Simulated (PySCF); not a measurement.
C2H4AlNO, SMILES [CH3][AlH][N]=C=O. Atoms are numbered in the order given.

```xyz
9

Al    -1.0271     0.4196    -0.6388
H     -2.3161    -0.3299    -1.1540
C     -0.6475     2.3156    -0.8672
H      0.2810     2.4621    -1.4470
H     -0.4839     2.8054     0.1088
H     -1.4572     2.8537    -1.3856
N      0.1764    -0.5834     0.2260
C      0.9791    -1.2670     0.8057
O      1.7630    -1.9319     1.3711
```
Charge 0, spin multiplicity 1.

Geometry optimised at B3LYP-D3(BJ)/def2-SVP. A frequency run showed that this geometry is not a minimum. The structure was generated by enumeration; whether it is a known compound was not checked. The values are those of a single conformer.

These are KT2/pcSseg-1 (PySCF) values and carry that method's errors.

GIAO shieldings, no solvent; atoms alike by connectivity are averaged. δ = σ(ref) − σ: ¹H against TMS (σ = 31.47 ppm); ¹³C against TMS (σ = 185.1 ppm); ¹⁵N against NH3 (σ = 266.2 ppm); ¹⁷O against H2O (σ = 330.4 ppm), references at their B3LYP-D3(BJ)/def2-TZVP geometries, non-relativistic.

Computed chemical shifts:
| nucleus | atoms | count | δ (ppm) |
|---|---|---|---|
| ¹H | H2 | 1 | 5.08 |
| ¹H | H4, H5, H6 | 3 | 0.12 |
| ¹³C | C8 | 1 | 123.2 |
| ¹³C | C3 | 1 | -5.1 |
| ¹⁵N | N7 | 1 | 71.0 |
| ¹⁷O | O9 | 1 | 139.0 |
